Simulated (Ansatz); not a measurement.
Relaxation of GaH₅O₃S (10 atoms, charge 0, multiplicity 1), to a largest force component of 0.03 eV/Å in at most 50 steps.

Level of theory: Ansatz 0.2.0, RKS B3LYP/def2-SVP.

```xyz
10
Properties=species:S:1:pos:R:3
Ga -0.827 -0.485 0.010
S 2.335 1.007 -0.685
O -0.950 -1.714 -1.270
O -1.854 0.970 0.016
H 1.982 0.347 0.450
O 0.273 -0.741 1.473
H 1.767 2.158 -0.258
H -0.351 -2.462 -1.145
H -2.412 1.042 -0.770
H 0.037 -0.121 2.178
```

Question: Where does it end, and by what steps?

Answer: The forces met the threshold. The force dipped under the threshold on the way, but the program's further checks kept it going. After 11 steps the energy has fallen by 0.152 eV; H7 moved furthest, 0.63 Å. Joined: Ga1–S2.

```json
{"step": "0", "energy less start (eV)": "0.0000", "largest force component (eV/Å)": "0.770", "accepted": "yes"}
{"step": "1", "energy less start (eV)": "-0.0568", "largest force component (eV/Å)": "0.307", "accepted": "yes"}
{"step": "2", "energy less start (eV)": "-0.0923", "largest force component (eV/Å)": "0.436", "accepted": "yes"}
{"step": "3", "energy less start (eV)": "-0.1100", "largest force component (eV/Å)": "0.523", "accepted": "yes"}
{"step": "4", "energy less start (eV)": "-0.1300", "largest force component (eV/Å)": "0.295", "accepted": "yes"}
{"step": "5", "energy less start (eV)": "-0.1351", "largest force component (eV/Å)": "0.315", "accepted": "yes"}
{"step": "6", "energy less start (eV)": "-0.1461", "largest force component (eV/Å)": "0.219", "accepted": "yes"}
{"step": "7", "energy less start (eV)": "-0.1459", "largest force component (eV/Å)": "0.121", "accepted": "no"}
{"step": "8", "energy less start (eV)": "-0.1498", "largest force component (eV/Å)": "0.037", "accepted": "yes"}
{"step": "9", "energy less start (eV)": "-0.1508", "largest force component (eV/Å)": "0.047", "accepted": "yes"}
{"step": "10", "energy less start (eV)": "-0.1515", "largest force component (eV/Å)": "0.025", "accepted": "yes"}
{"step": "11", "energy less start (eV)": "-0.1517", "largest force component (eV/Å)": "0.017", "accepted": "yes"}
```

```xyz
10
Properties=species:S:1:pos:R:3
Ga -0.482 -0.369 -0.019
S 1.842 0.826 -0.763
O -0.812 -1.605 -1.279
O -1.452 1.149 -0.035
H 2.125 0.601 0.545
O 0.293 -0.826 1.553
H 1.208 1.994 -0.501
H -0.441 -2.468 -1.054
H -2.094 1.167 -0.757
H -0.188 -0.468 2.311
```

Whether the end is a true minimum wasn't checked by a vibrational analysis.

The run took 74 s on 2 threads of Intel(R) Xeon(R) Platinum 8259CL CPU @ 2.50GHz (Skylake/Cascade Lake) (shared host), peak memory 0.32 GiB.
